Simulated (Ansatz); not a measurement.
Gas-phase electronic energies from Ansatz, PBE0-D4/def2-TZVP geometries. CCSD(T)/CBS is the MP2 limit (def2-TZVPP, def2-QZVPP) plus CCSD(T) − MP2 in def2-TZVPP, frozen cores. DFT in def2-TZVPP. Each species was taken in one conformer, which may not be the lowest.

Consider the substitution at a C–C bond: `CCCCCO` + `CBO` → `CBOCO` + `CCCC`.

`CCCCCO`:

```xyz
18

C    -0.936   -1.529    1.609
C     0.452   -1.190    1.090
C     0.558    0.189    0.452
C    -0.281    0.361   -0.804
C    -0.050    1.688   -1.502
O     1.282    1.868   -1.939
H    -0.946   -2.501    2.107
H    -1.276   -0.782    2.333
H    -1.674   -1.568    0.805
H     1.169   -1.252    1.915
H     0.765   -1.948    0.361
H     1.603    0.395    0.202
H     0.263    0.951    1.184
H    -0.064   -0.456   -1.508
H    -1.349    0.281   -0.571
H    -0.752    1.798   -2.340
H    -0.243    2.512   -0.809
H     1.479    1.184   -2.585
```

`CBO`:

Cartesian coordinates in Å:
```
C 0.036 0.780 -0.635
B 0.199 -0.441 0.320
O -0.895 -0.961 0.930
H -0.997 1.121 -0.729
H 0.418 0.533 -1.632
H 0.653 1.617 -0.287
H 1.276 -0.941 0.535
H -0.691 -1.709 1.497
```

`CBOCO`:

Z-matrix (Å, degrees):
```
C
B 1 1.558
H 1 1.095 2 110.4
H 1 1.096 2 109.7 3 -115.6
H 1 1.091 2 113.6 3 122.6
O 2 1.354 1 119.7 3 -123.7
H 2 1.206 1 122.2 3 55.7
C 6 1.410 2 121.3 1 -176.4
O 8 1.385 6 111.2 2 99.5
H 8 1.093 6 110.4 2 -18.6
H 8 1.096 6 106.4 2 -138.4
H 9 0.962 8 108.6 6 64.2
```

`CCCC`:

Z-matrix (Å, degrees):
```
C
C 1 1.519
H 1 1.094 2 111.1
H 1 1.092 2 111.7 3 120.2
H 1 1.094 2 111.1 3 -119.5
C 2 1.520 1 113.1 3 59.7
H 2 1.096 1 109.7 3 -62.3
H 2 1.096 1 109.7 3 -178.2
C 6 1.519 2 113.1 1 179.9
H 6 1.096 2 109.1 1 57.5
H 6 1.097 2 109.1 1 -57.7
H 9 1.094 6 111.1 2 59.7
H 9 1.094 6 111.1 2 -59.8
H 9 1.092 6 111.7 2 180.0
```

```json
{"level": "PBE-D4", "ΔE (kJ/mol)": "11.8", "difference from CCSD(T)/CBS": "-5.2"}
{"level": "BLYP-D4", "ΔE (kJ/mol)": "7.7", "difference from CCSD(T)/CBS": "-9.3"}
{"level": "r2SCAN-D4", "ΔE (kJ/mol)": "10.7", "difference from CCSD(T)/CBS": "-6.3"}
{"level": "r2SCANh-D4", "ΔE (kJ/mol)": "11.4", "difference from CCSD(T)/CBS": "-5.6"}
{"level": "BHLYP-D4", "ΔE (kJ/mol)": "8.9", "difference from CCSD(T)/CBS": "-8.1"}
{"level": "BHLYP", "ΔE (kJ/mol)": "5.9", "difference from CCSD(T)/CBS": "-11.1"}
{"level": "CAM-B3LYP", "ΔE (kJ/mol)": "6.1", "difference from CCSD(T)/CBS": "-10.9"}
{"level": "HF/def2-SVP", "ΔE (kJ/mol)": "-0.5", "difference from CCSD(T)/CBS": "-17.5"}
{"level": "HF/def2-QZVPP", "ΔE (kJ/mol)": "0.8", "difference from CCSD(T)/CBS": "-16.2"}
{"level": "MP2/def2-QZVPP", "ΔE (kJ/mol)": "19.8", "difference from CCSD(T)/CBS": "2.8"}
{"level": "CCSD(T)/CBS", "ΔE (kJ/mol)": "17.0", "difference from CCSD(T)/CBS": "0"}
```

Largest T1 diagnostic among the species: 0.012.

From BLYP to BHLYP (50 % exact exchange), in def2-TZVPP and without D4, ΔE moves by +3.6 kJ/mol. In def2-TZVPP, CCSD(T) changes the Hartree–Fock value by +13.5 kJ/mol (the triples alone add +0.6 kJ/mol) and MP2 by +17.4 kJ/mol. Leaving LDA and LC-ωPBE aside and taking each functional with its dispersion term where it has one, the values, not all of them listed here, spread over 6.7 kJ/mol, from BLYP-D4 to PBE-QIDH. LDA lies +3.8 kJ/mol from PBE without D4.
